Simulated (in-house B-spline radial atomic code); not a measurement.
Pd⁵⁺. Computed with a B-spline radial atomic code. Model: all-electron spherical atom, spin shells full or empty, radial basis limit, no spin-orbit coupling: exact exchange with a local potential (Slater, KLI or optimised effective potential, whose far tail is KLI's), no correlation.

Exchange potential has not reached -1/r at the last radius.

The run also made RPA and GW results, which its time includes.

The Slater potential averages the orbital exchange potentials with the orbital densities as weights, KLI adds orbital constants, and the optimised effective potential minimises the exact-exchange energy among local potentials. So their energies lie above Hartree-Fock in the order OEP, KLI, Slater. All fall off as −1/r, unlike LDA and GGA exchange.

Command:
```bash
python run_gw.py task.json out
```
Settings (nuclear radius in fm, other lengths in bohr, energies in hartree):
```
Z                      46
electrons              41
configuration          [Kr] 4d5
hamiltonian            x2c
method                 oep
lmax                   9
rms_radius             4.5318
spin_polarised         True
box_radius             10.43
intervals              99
```

Cost of the run: 18 s on 1 thread of Arm Neoverse N1, with other jobs on the host.

Given: hamiltonian one-electron scalar X2C; mean-field start exchange-only OEP.

Computed: energy above Hartree-Fock 14.231 millihartree.

```tsv
radius (bohr)	r times exchange potential up (hartree bohr)	r times exchange potential down (hartree bohr)
0.00109	-0.045559	-0.045704
0.00135	-0.056329	-0.056508
0.00168	-0.069913	-0.070136
0.00208	-0.086225	-0.086502
0.00259	-0.10675	-0.1071
0.00321	-0.13124	-0.13166
0.00399	-0.16123	-0.16176
0.00495	-0.19677	-0.19743
0.00615	-0.23889	-0.23971
0.00764	-0.28742	-0.28844
0.00949	-0.34167	-0.34292
0.0118	-0.39999	-0.40154
0.0146	-0.45704	-0.45895
0.0182	-0.50965	-0.51201
0.0226	-0.54502	-0.5479
0.028	?	?
0.0348	-0.52238	-0.52657
0.0432	-0.49529	-0.50032
0.0537	-0.55882	-0.56489
0.0667	-0.71183	-0.71904
0.0828	-0.86024	-0.86821
0.103	-0.95494	-0.96261
0.128	-0.96155	-0.9656
0.159	-0.87348	-0.8632
0.197	-0.89948	-0.87713
0.245	-1.1561	-1.1524
0.304	-1.3561	-1.3672
0.378	-1.4074	-1.4319
0.469	?	?
0.582	-0.90759	-1.0114
0.723	-1.2236	-1.1293
0.898	-1.5476	-1.3618
1.12	-1.6647	-1.4174
1.39	-1.6038	-1.3699
1.72	-1.4361	-1.2767
2.14	-1.2596	-1.1828
2.65	-1.1437	-1.1203
```

Q: What belongs in the row 0.028?

A: r times exchange potential up (hartree bohr): -0.55133; r times exchange potential down (hartree bohr): -0.55481.

Q: What belongs in the row 0.469?

A: r times exchange potential up (hartree bohr): -1.2371; r times exchange potential down (hartree bohr): -1.3038.

```tsv
occupied	level (hartree)	Hartree-Fock level (hartree)
1s up	-889.89	-902.38
1s down	?	?
2s up	-132.82	-137.4
2s down	-132.83	-137.32
2p up	-119.41	-123.29
2p down	-119.45	-123.22
3s up	-26.7	-28.51
3s down	-26.77	-28.474
3p up	-22.278	-23.75
3p down	-22.343	-23.704
3d up	-15.263	-16.2
3d down	-15.298	-16.095
4s up	-6.3263	-6.8452
4s down	-6.1824	-6.4526
4p up	-5.036	-5.3761
4p down	?	?
4d up	-3.1237	-3.1247
```

Q: What belongs in the row 1s down?

A: level (hartree): -890.02; Hartree-Fock level (hartree): -902.38.

Q: What belongs in the row 4p down?

A: level (hartree): -4.8847; Hartree-Fock level (hartree): -4.8849.

```json
{"empty": "4d down", "level (hartree)": "-2.9756"}
{"empty": "5s up", "level (hartree)": "-2.3053"}
{"empty": "5s down", "level (hartree)": "?"}
{"empty": "5p up", "level (hartree)": "?"}
{"empty": "5p down", "level (hartree)": "-1.8949"}
{"empty": "4f up", "level (hartree)": "-1.4328"}
{"empty": "5d up", "level (hartree)": "-1.3997"}
{"empty": "5d down", "level (hartree)": "-1.3753"}
{"empty": "4f down", "level (hartree)": "-1.3545"}
```

Q: What belongs in the row 5s down?

A: level (hartree): -2.253.

Q: What belongs in the row 5p up?

A: level (hartree): -1.9343.

The highest level, 4d up, differs from Hartree-Fock by +0.026 eV and the deepest, 1s down, by +336 eV: a local potential can match the highest level but can't give each shell its own exchange.
